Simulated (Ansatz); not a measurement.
Geometry optimisation of the cluster K2I.

```yaml
crystal:
  periodic: [false, false, false]
  atoms:
    - {symbol: K, position_ang: [1.087873, -0.721916, 1.790302]}
    - {symbol: K, position_ang: [-0.095864, -0.641917, -2.118452]}
    - {symbol: I, position_ang: [-0.992009, 1.363833, 0.328140]}
basis:
  gaussian: {orbitals: def2-TZVP}
magnetization: {spin_polarized: true, initial_magnetization: 3}
hamiltonian: {xc: r2scan, dispersion: d4}
scf: {lower_state_search: "off"}
output: {orbitals: {seedname: orbitals}}
relax: {f_tol: 0.02, max_steps: 100}
```

```sh
$ ansatz run in.yaml --threads 4 --pin off --events-out ev --progress --plain --max-ram 3916MiB
```

It prints (some lines left out):

```
Functional definition: r2SCAN
mean field -40749.58568885 eV, -1497.5196530039 hartree, gradient 6.7e-6 eV, S^2 3.754720; 0 other end points of the search recorded, 0 dependent functions left out
relax step   1: F+E_penalty+E_count = -40749.59498743 eV  Δ(F+E_penalty+E_count) = +0.000e0 eV  max|allowed force component| = 8.166e-1 eV/Å  Δτ_max = 0.0000 Å  (16 SCF iters, accepted)
mean field -40749.73863516 eV, -1497.5252736772 hartree, gradient 3.5e-6 eV, S^2 3.754722; 0 other end points of the search recorded, 0 dependent functions left out
relax step   2: F+E_penalty+E_count = -40749.74788667 eV  Δ(F+E_penalty+E_count) = -1.529e-1 eV  max|allowed force component| = 5.876e-1 eV/Å  Δτ_max = 0.0822 Å  (20 SCF iters, accepted)
mean field -40749.95415844 eV, -1497.5331940117 hartree, gradient 2.0e-6 eV, S^2 3.754739; 0 other end points of the search recorded, 0 dependent functions left out
relax step   3: F+E_penalty+E_count = -40749.96329134 eV  Δ(F+E_penalty+E_count) = -2.154e-1 eV  max|allowed force component| = 2.748e-1 eV/Å  Δτ_max = 0.1944 Å  (22 SCF iters, accepted)
mean field -40750.06225204 eV, -1497.5371663782 hartree, gradient 1.7e-6 eV, S^2 3.754790; 0 other end points of the search recorded, 0 dependent functions left out
relax step   4: F+E_penalty+E_count = -40750.07262955 eV  Δ(F+E_penalty+E_count) = -1.093e-1 eV  max|allowed force component| = 1.246e-1 eV/Å  Δτ_max = 0.2000 Å  (23 SCF iters, accepted)
mean field -40750.10287989 eV, -1497.5386594241 hartree, gradient 5.4e-6 eV, S^2 3.754851; 0 other end points of the search recorded, 0 dependent functions left out
relax step   5: F+E_penalty+E_count = -40750.14873330 eV  Δ(F+E_penalty+E_count) = -7.610e-2 eV  max|allowed force component| = 1.762e-1 eV/Å  Δτ_max = 0.2000 Å  (20 SCF iters, accepted)
mean field -40750.11834085 eV, -1497.5392276040 hartree, gradient 8.4e-6 eV, S^2 3.754910; 0 other end points of the search recorded, 0 dependent functions left out
relax step   6: F+E_penalty+E_count = -40750.18960616 eV  Δ(F+E_penalty+E_count) = -4.087e-2 eV  max|allowed force component| = 2.866e-2 eV/Å  Δτ_max = 0.1950 Å  (20 SCF iters, accepted)
mean field -40750.12038919 eV, -1497.5393028789 hartree, gradient 1.5e-6 eV, S^2 3.754918; 0 other end points of the search recorded, 0 dependent functions left out
relax step   7: F+E_penalty+E_count = -40750.19175421 eV  Δ(F+E_penalty+E_count) = -2.148e-3 eV  max|allowed force component| = 2.361e-2 eV/Å  Δτ_max = 0.0420 Å  (22 SCF iters, accepted)
mean field -40750.12646761 eV, -1497.5395262569 hartree, gradient 7.6e-6 eV, S^2 3.754934; 0 other end points of the search recorded, 0 dependent functions left out
relax step   8: F+E_penalty+E_count = -40750.19773725 eV  Δ(F+E_penalty+E_count) = -5.983e-3 eV  max|allowed force component| = 1.118e-2 eV/Å  Δτ_max = 0.1489 Å  (21 SCF iters, accepted)
mean field -40750.12986400 eV, -1497.5396510719 hartree, gradient 2.9e-6 eV, S^2 3.754942; 0 other end points of the search recorded, 0 dependent functions left out
relax step   9: F+E_penalty+E_count = -40750.19981390 eV  Δ(F+E_penalty+E_count) = -2.077e-3 eV  max|allowed force component| = 2.323e-3 eV/Å  Δτ_max = 0.1945 Å  (21 SCF iters, accepted)
mean field -40750.12960390 eV, -1497.5396415136 hartree, gradient 2.7e-6 eV, S^2 3.754942; 0 other end points of the search recorded, 0 dependent functions left out
relax step  10: F+E_penalty+E_count = -40750.19984638 eV  Δ(F+E_penalty+E_count) = -3.248e-5 eV  max|allowed force component| = 5.804e-4 eV/Å  Δτ_max = 0.0313 Å  (23 SCF iters, accepted)
Total energy: -40750.19990725 eV, -1497.5422251139 hartree
Atom 0 at     1.583088    -1.186208     2.228258 Å, force     0.000208    -0.000290    -0.000081 eV/Å
Atom 1 at     0.068102    -1.083932    -2.774602 Å, force     0.000214    -0.000290    -0.000058 eV/Å
Atom 2 at    -1.651190     2.270140     0.546334 Å, force    -0.000422     0.000580     0.000139 eV/Å
Dipole moment:    -0.084145     0.115692     0.027855 e Å
Checks for a lower state left out: stability, starts, cluster_reference, orbital_swaps, neighbouring_geometries, increment
```

Run time 28 s (4 threads of Arm Neoverse V1 on a shared host).

In the def2 sets I takes a core potential; there is no spin–orbit coupling. In the quartet geometry the species has come apart into loosely held pieces. The relaxation made no stability test and no search for a lower SCF solution. At r2SCAN-D4/def2-TZVP a doublet of charge 0 lies 4.14 eV below the quartet, each at its own geometry. The structure comes from a short search, and lower isomers may exist.
